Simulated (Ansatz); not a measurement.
| atom | x (Å) | y (Å) | z (Å) |
| --- | --- | --- | --- |
| B | 0.0000 | 0.0000 | 0.0000 |
| P | 0.0000 | 0.0000 | 1.6800 |

Basis set: cc-pVDZ (spherical functions). Left uncorrelated: 6 orbitals. Charge 0, multiplicity 1.

Computed with Ansatz (development build ahead of 0.2.0); the reference of a correlated method needn't be the lowest determinant of its kind. Restricted open shells among the atoms or ions are ROHF, correlated in semicanonical orbitals with singles.

Task: Give the atomization energy at this shape (free ground-state atoms in the same class of orbitals less the molecule, no zero-point energy) of singlet BP by RHF-CCSD(T), RHF-CCSD.

Result:

```tsv
method	atomization energy
RHF-CCSD(T)	2.25 eV
RHF-CCSD	1.80 eV
```

Caution: large amplitudes, a single reference is doubtful; no unrestricted run beside it, a lower state can exist; the reference determinant was not shown to be the lowest.
